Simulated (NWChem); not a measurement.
CH$_{4}$OSi; SMILES O=C[SiH3]

Computed with NWChem. Each level has its own optimisation; frequencies are unscaled.

For level B3LYP/3-21G:

```yaml
r C–O (Å): 1.236
lowest (cm⁻¹): 86
```

**Question.** How do the values read with level PBE0/def2-SVP instead?

**Answer.** 
- r C–O (Å): 1.205
- lowest (cm⁻¹): 24
